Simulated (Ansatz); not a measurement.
Input for Ansatz (an electronic-structure program): U-CCSD(T)/aug-cc-pV(T+d)Z on SN-, 2S+1 = 3, a spin state set in the input, which need not be the lowest, a point of a bond scan (R = 1.595 Å). Charge -1. Files ending in .json are basis or fitting sets from the Basis Set Exchange.

Ansatz 0.2 input:
```yaml
crystal:
  periodic: [false, false, false]
  atoms:
    - {symbol: N, position_ang: [0.00000000, 0.00000000, 0.00000000]}
    - {symbol: S, position_ang: [0.00000000, 0.00000000, 1.59452200]}
basis:
  gaussian:
    orbitals: aug-cc-pV_T+d_Z.json
    pivot_positions_ang: [[0.00000000, 0.00000000, 0.00000000], [0.00000000, 0.00000000, 1.59452200]]
total_charge: -1
magnetization: {spin_polarized: true, initial_magnetization: 2}
correlation: {method: ccsd_t, electrons: outside_noble_gas}
output: {orbitals: {seedname: ./end}}
```

Task: Give the final energy of this run.

Result: -452.3853 hartree (reference determinant -451.9983, T1 diagnostic 0.041).

Task: How many basis functions does it have, and what does it roughly cost on one machine?

Result: 101 functions; very roughly 12 core-seconds.
